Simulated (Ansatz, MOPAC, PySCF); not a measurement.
Noncovalent pair: digermane (SMILES [GeH3][GeH3]) (first 8 atoms) with CH4 (SMILES C); geometry from B3LYP-D3(BJ)/def2-TZVP, rigid monomers moved along the line of their centres of mass till Ge1···C9 is 4.55 Å.
(charge 0, multiplicity 1):
```xyz
13

Ge    -0.1882    -1.4085     0.6535
Ge    -0.3699     0.9892     0.2595
H      0.1695    -2.1320    -0.6575
H     -1.5251    -1.9702     1.1695
H      0.9045    -1.7129     1.6910
H      1.0286     1.6173     0.1209
H     -1.1031     1.6820     1.4201
H     -1.1531     1.2549    -1.0389
C      0.5608     0.4203     4.7561
H     -0.4560     0.3237     4.3784
H      0.9731    -0.5691     4.9474
H      1.1758     0.9323     4.0173
H      0.5497     0.9969     5.6799
```

Counterpoise-corrected where a basis set is named; no monomer relaxation. Rows marked so take none.

Frozen-core correlation. Filled d and f shells under p-block atoms count as core. Rows in 3-21G, 6-31G* carry no dispersion term and start afresh at each structure (6-31G* with six Cartesian d functions); the Pople sets are all-electron and without relativity. The state reached by AM1, PM6, PM7 isn't checked; PM7 holds dispersion and hydrogen-bond terms.

Programs: Ansatz (Gaussian basis) for Hartree–Fock, density functionals and correlated methods; MOPAC for AM1, PM6, PM7 (differences of heats of formation); PySCF for 3-21G rows, 6-31G* rows, the dispersion terms. 

Other levels give for the interaction energy: PBE/def2-TZVPPD -11.8; B3LYP/def2-TZVPPD 12.3; B3LYP-D3(BJ)/def2-TZVPPD -36.2; wB97M-V/def2-TZVPPD -32.7; CCSD(T)/aug-cc-pVDZ -30.3 meV.

Common cheap choices:

```csv
level,interaction energy (meV)
AM1,3.8
PM6,-8.9
PM7,-24.2
HF/3-21G (no counterpoise),-13.5
HF/6-31G*,7.3
BP86/6-31G* (no counterpoise),15.6
B3LYP/3-21G (no counterpoise),-13.9
M06-2X/6-31G* (no counterpoise),-34.5
```

Ansatz is an electronic-structure program.
